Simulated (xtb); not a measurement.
C₃H₁₀B₃O₃ (SMILES CB1OB(C)[OH+]B(C)O1), charge +1, singlet, geometry from GFN2-xTB; GFN2-xTB (xtb 6.7.1).

Here is a job for xtb.
```
$ xtb mol.xyz --gfn 2 --chrg 1 --uhf 0 --json

# file mol.xyz
19

C      1.55017480     2.52376653     0.43186327
B      0.74441431     1.20639358     0.21146577
O     -0.63297883     1.19769932     0.08470926
B     -1.40764061     0.15281059    -0.10721144
C     -2.96598204     0.14797066    -0.23653381
O     -0.69256398    -1.12749516    -0.19046388
B      0.76911319    -1.19419293    -0.06915601
C      1.46627084    -2.58911906    -0.18322750
O      1.35348684    -0.03089726     0.11833668
H      1.62532102     3.08286401    -0.50051865
H      2.56270630     2.34106553     0.77664846
H      1.05399689     3.19003835     1.13286680
H     -3.43049075     0.35078071     0.72812695
H     -3.30896210     0.94805819    -0.88868509
H     -3.38149943    -0.78580665    -0.60502846
H     -1.19421256    -1.94211873    -0.32808476
H      0.78690927    -3.43516332    -0.12737374
H      2.22242057    -2.71480915     0.58851612
H      2.00804252    -2.67012884    -1.12522737
```

Output, abridged:

```
   ID    Z sym.   atoms
    1    6 C      1, 5, 8
    2    5 B      2, 4, 7
    3    8 O      3, 6, 9
    4    1 H      10-19

           -------------------------------------------------
          |                Calculation Setup                |
           -------------------------------------------------

           -------------------------------------------------
          |                 G F N 2 - x T B                 |
           -------------------------------------------------

          ...................................................
          :                      SETUP                      :
          :.................................................:
          :  # basis functions                  46          :
          :  # atomic orbitals                  46          :
          :  # shells                           28          :
          :  # electrons                        48          :
          :  max. iterations                   250          :
          :  Hamiltonian                  GFN2-xTB          :
          :  restarted?                      false          :
          :  GBSA solvation                  false          :
          :  PC potential                    false          :
          :  electronic temp.          300.0000000     K    :
          :  accuracy                    1.0000000          :
          :  -> integral cutoff          0.2500000E+02      :
          :  -> integral neglect         0.1000000E-07      :
          :  -> SCF convergence          0.1000000E-05 Eh   :
          :  -> wf. convergence          0.1000000E-03 e    :
          :  Broyden damping             0.4000000          :
          :  net charge                          1          :
          :  unpaired electrons                  0          :
          ...................................................

 iter      E             dE          RMSdq      gap      omega  full diag
   1    -27.0493682 -0.270494E+02  0.778E+00    6.74       0.0  T
   2    -27.4753508 -0.425983E+00  0.539E+00    3.96       1.0  T
   3    -27.5052506 -0.298999E-01  0.268E+00    5.04       1.0  T
   4    -27.5128762 -0.762556E-02  0.839E-01    4.59       1.0  T
   5    -27.5253297 -0.124535E-01  0.380E-01    4.99       1.0  T
   6    -27.5271924 -0.186262E-02  0.133E-01    4.92       1.0  T
   7    -27.5274732 -0.280812E-03  0.296E-02    4.88       1.0  T
   8    -27.5274795 -0.636631E-05  0.232E-02    4.88       1.0  T
   9    -27.5274905 -0.110082E-04  0.402E-03    4.88       5.7  T
  10    -27.5274907 -0.176138E-06  0.121E-03    4.88      19.0  T
  11    -27.5274907 -0.163795E-07  0.487E-04    4.88      47.1  T
  12    -27.5274907  0.105906E-09  0.313E-04    4.88      73.3  T

   *** convergence criteria satisfied after 12 iterations ***

         :::::::::::::::::::::::::::::::::::::::::::::::::::::
         ::                     SUMMARY                     ::
         :::::::::::::::::::::::::::::::::::::::::::::::::::::
         :: total energy             -27.245185767422 Eh    ::
         :: gradient norm              0.000052015925 Eh/a0 ::
         :: HOMO-LUMO gap              4.876378084964 eV    ::
         ::.................................................::
         :: SCC energy               -27.527460919073 Eh    ::
         :: -> isotropic ES            0.190159883196 Eh    ::
         :: -> anisotropic ES          0.000032374560 Eh    ::
         :: -> anisotropic XC          0.003990586312 Eh    ::
         :: -> dispersion             -0.009638874969 Eh    ::
         :: repulsion energy           0.282275151650 Eh    ::
         :: add. restraining           0.000000000000 Eh    ::
         :: total charge               1.000000000000 e     ::
         :::::::::::::::::::::::::::::::::::::::::::::::::::::

           -------------------------------------------------
          |                Property Printout                |
           -------------------------------------------------

[...]
                  HL-Gap            0.1792036 Eh            4.8764 eV
             Fermi-level           -0.4931466 Eh          -13.4192 eV

     #   Z          covCN         q      C6AA      α(0)
     1   6 C        3.676    -0.221    25.164     7.187
     2   5 B        2.533     0.446    16.289     6.965
     3   8 O        1.575    -0.310    19.230     5.917
     4   5 B        2.502     0.434    16.895     7.175
     5   6 C        3.675    -0.228    25.325     7.211
     6   8 O        2.364    -0.278    18.579     5.822
     7   5 B        2.503     0.434    16.890     7.173
     8   6 C        3.675    -0.228    25.324     7.211
     9   8 O        1.575    -0.309    19.212     5.915
    10   1 H        0.925     0.107     1.723     2.052
    11   1 H        0.925     0.091     1.871     2.139
    12   1 H        0.925     0.098     1.805     2.101
    13   1 H        0.925     0.111     1.690     2.033
    14   1 H        0.925     0.109     1.707     2.043
    15   1 H        0.925     0.076     2.023     2.224
    16   1 H        0.805     0.372     0.538     1.153
    17   1 H        0.925     0.076     2.023     2.224
    18   1 H        0.925     0.109     1.704     2.042
    19   1 H        0.925     0.111     1.689     2.032

 Mol. C6AA /au·bohr⁶  :       2806.821697
 Mol. C8AA /au·bohr⁸  :      67850.488700
 Mol. α(0) /au        :         80.618954

Wiberg/Mayer (AO) data.
largest (>0.10) Wiberg bond orders for each atom

 ---------------------------------------------------------------------------
     #   Z sym  total        # sym  WBO       # sym  WBO       # sym  WBO
 ---------------------------------------------------------------------------
     1   6 C    3.986 --     2 B    1.067    11 H    0.974    12 H    0.956
                            10 H    0.931
     2   5 B    3.289 --     1 C    1.067     9 O    1.031     3 O    1.028
     3   8 O    2.471 --     4 B    1.298     2 B    1.028
     4   5 B    3.307 --     3 O    1.298     5 C    1.062     6 O    0.814
     5   6 C    3.985 --     4 B    1.062    15 H    0.977    14 H    0.951
                            13 H    0.936
     6   8 O    2.581 --    16 H    0.830     7 B    0.815     4 B    0.814
     7   5 B    3.307 --     9 O    1.295     8 C    1.062     6 O    0.815
     8   6 C    3.985 --     7 B    1.062    17 H    0.977    18 H    0.951
                            19 H    0.936
     9   8 O    2.472 --     7 B    1.295     2 B    1.031
    10   1 H    0.988 --     1 C    0.931
    11   1 H    0.991 --     1 C    0.974
    12   1 H    0.990 --     1 C    0.956
    13   1 H    0.987 --     5 C    0.936
    14   1 H    0.988 --     5 C    0.951
    15   1 H    0.994 --     5 C    0.977
    16   1 H    0.861 --     6 O    0.830
    17   1 H    0.994 --     8 C    0.977
    18   1 H    0.988 --     8 C    0.951
    19   1 H    0.987 --     8 C    0.936
 ---------------------------------------------------------------------------

Topologies differ in total number of bonds
Writing topology from bond orders to xtbtopo.mol

molecular dipole:
                 x           y           z       tot (Debye)
 q only:       -0.720      -1.136      -0.223
   full:       -0.960      -1.509      -0.299       4.608
molecular quadrupole (traceless):
                xx          xy          yy          xz          yz          zz
 q only:        3.933       3.128       7.554       1.264       2.504     -11.488
  q+dip:        1.938       4.706       7.307       0.884       2.289      -9.245
   full:        1.115       4.524       6.259       0.623       1.929      -7.374

           -------------------------------------------------
          | TOTAL ENERGY              -27.245185767422 Eh   |
          | GRADIENT NORM               0.000052015925 Eh/α |
          | HOMO-LUMO GAP               4.876378084964 eV   |
           -------------------------------------------------

normal termination of xtb
```
